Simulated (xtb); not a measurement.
Job for xtb: GFN-FF on CH5NOSi (a complex), monomers drawn apart or pushed together.

```
$ xtb mol.xyz --gfnff --sp --chrg 0 --uhf 0
9

C      0.57626914     1.53751556    -0.61857918
N      0.60171230     1.15179999     0.45781194
H      0.55289692     1.89771196    -1.62295007
O      0.61072968     0.01533950     3.50977736
Si    -0.59068476    -1.03073790     3.90739575
H      0.63077035     0.36728788     2.60857319
H     -1.93934912    -0.42339952     3.75809928
H     -0.37957235    -1.39963145     5.32340865
H     -0.56468561    -2.26199726     3.07472851
```

Program output:

```
[...]
           -------------------------------------------------
          |                Calculation Setup                |
           -------------------------------------------------



molecular fragmentation (1/2 indicates fragments):
111222222
# atoms in fragment 1/2:     3     6
 fragment masses (1/2) :       27.03       48.12
CMA distance (Bohr)    :   8.360
constraining FC (au)   :  0.0500

          ==================== Thresholds ====================
          CN  :   150.00000
          rep :   500.00000
          disp:  2500.00000
          HB1 :   250.00000
          HB2 :   450.00000

          Pauling EN used:
          Z : 1  EN :  2.20
          Z : 6  EN :  2.55
          Z : 7  EN :  3.04
          Z : 8  EN :  3.44
          Z :14  EN :  1.90
          electric field strengths (au): 0.000

           -------------------------------------------------
          |           Force Field Initialization            |
           -------------------------------------------------

          distances ...
          ----------------------------------------
          generating topology and atomic info file ...
          pair mat ...
          computing topology distances matrix with Floyd-Warshall algo ...
          making topology EEQ charges ...
          #fragments for EEQ constrain: 2
          ----------------------------------------
          generating topology and atomic info file ...
          pair mat ...
          computing topology distances matrix with Floyd-Warshall algo ...
          making topology EEQ charges ...
          rings ...
          # BATM   6
          # H in HB   5
          doing iterative Hueckel for 1 subsystem(s) ...

  atom   neighbors  erfCN metchar sp-hybrid imet pi  qest     coordinates
    1  C       2    1.92   0.00         1    0    1   0.080    1.088991    2.905483   -1.168945
    2  N       1    0.98   0.00         1    0    1  -0.197    1.137071    2.176587    0.865139
    3  H       1    0.98   0.00         0    0    0   0.117    1.044824    3.586156   -3.066931
    4  O       2    1.92   0.00         3    0    0  -0.452    1.154112    0.028987    6.632518
    5  Si      4    3.45   0.05         3    0    0   0.214   -1.116232   -1.947812    7.383908
    6  H       1    0.98   0.01         0    0    0   0.226    1.191983    0.694074    4.929489
    7  H       1    0.95   0.01         0    0    0   0.004   -3.664839   -0.800109    7.101778
    8  H       1    0.96   0.01         0    0    0   0.004   -0.717288   -2.644920   10.059784
    9  H       1    0.95   0.01         0    0    0   0.004   -1.067101   -4.274555    5.810395

          #atoms :   9
          #bonds :   7
          #angl  :   8
          #tors  :   3
          #nmol  :   2
          #optfrag :   2
           -------------------------------------------------
          |                   G F N - F F                   |
          |          A general generic force-field          |
          |                  Version 1.0.3                  |
           -------------------------------------------------
          Number of HB bonds (bound hydrogen)     120
          Number of HB bonds (unbound hydrogen)   60
          Number of XB bonds                      0

 E+G (total)                   0 d,  0 h,  0 min,  0.000 sec
 distance/D3 list               ...        0 min,  0.000 sec (  0.803%)
 non bonded repulsion           ...        0 min,  0.000 sec ( 14.409%)
 dCN                            ...        0 min,  0.000 sec (  8.216%)
 EEQ energy and q               ...        0 min,  0.000 sec (  9.569%)
 D3                             ...        0 min,  0.000 sec ( 12.372%)
Note: The following floating-point exceptions are signalling: IEEE_UNDERFLOW_FLAG IEEE_DENORMAL
normal termination of xtb
 EEQ gradient                   ...        0 min,  0.000 sec (  7.799%)
 bonds                          ...        0 min,  0.000 sec (  6.999%)
 bend and torsion               ...        0 min,  0.000 sec (  7.159%)
 bonded ATM                     ...        0 min,  0.000 sec (  2.637%)
 HB/XB (incl list setup)        ...        0 min,  0.000 sec ( 25.096%)

         :::::::::::::::::::::::::::::::::::::::::::::::::::::
         ::                     SUMMARY                     ::
         :::::::::::::::::::::::::::::::::::::::::::::::::::::
         :: total energy              -1.281813733094 Eh    ::
         :: gradient norm              0.048865845976 Eh/a0 ::
         ::.................................................::
         :: bond energy               -1.276815817589 Eh    ::
         :: angle energy               0.018119219686 Eh    ::
         :: torsion energy             0.000000057702 Eh    ::
         :: repulsion energy           0.072119151212 Eh    ::
         :: electrostat energy        -0.087983301174 Eh    ::
         :: dispersion energy         -0.002507575155 Eh    ::
         :: HB energy                 -0.004744931347 Eh    ::
         :: XB energy                  0.000000000000 Eh    ::
         :: bonded atm energy         -0.000000536430 Eh    ::
         :: external energy            0.000000000000 Eh    ::
         :: add. restraining           0.000000000000 Eh    ::
         :: total charge              -0.000000000000 e     ::
         :::::::::::::::::::::::::::::::::::::::::::::::::::::

           -------------------------------------------------
          |                Property Printout                |
           -------------------------------------------------

molecular dipole:
                 x           y           z       tot (Debye)
 q only:       -0.474       0.055      -1.090       3.023

           -------------------------------------------------
          | TOTAL ENERGY               -1.281813733094 Eh   |
          | GRADIENT NORM               0.048865845976 Eh/α |
           -------------------------------------------------
########################################################################
[WARNING] Runtime exception occurred
-1- gfnff_setup: Could not read topology file.
########################################################################

------------------------------------------------------------------------
------------------------------------------------------------------------
 total:
 SCF:
```

The run finished.

Cost: about 0.04 core-seconds (a rough figure).
